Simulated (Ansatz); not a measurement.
Consider the cleavage of the Si–Si bond: `N[SiH2][SiH2]CO` + HBr → `OC[SiH2]Br` + `N[SiH3]`.

Isolated molecules relaxed with PBE0-D4/def2-TZVP in Ansatz; ΔE leaves out vibrations. CBS: MP2 limit from def2 TZ/QZ plus the TZ coupled-cluster correction, frozen cores. This one scheme is used for every species. For Br outer-core shells are correlated without core-valence functions, which leaves a few kJ/mol of doubt a bond. Scalar relativity is left out up to krypton. One conformer a species, not always the lowest.

```csv
level,ΔE (kJ/mol)
SCS-MP2/def2-TZVPP,-116.0
MP2/def2-QZVPP,-119.7
```

(1) What does CCSD(T)/CBS give? (Best estimate.)

Largest T1 diagnostic among the species: 0.012.

## Answers

(1) The calculation gave: -110.1 kJ/mol. The listed levels differ from it by -5.9, -9.6 kJ/mol.

In def2-TZVPP, CCSD(T) changes the Hartree–Fock value by +21.7 kJ/mol (the triples alone add +2.3 kJ/mol) and MP2 by +9.9 kJ/mol. From PBE to PBE0 (25 % exact exchange), in def2-TZVPP and without D4, ΔE moves by −7.4 kJ/mol.
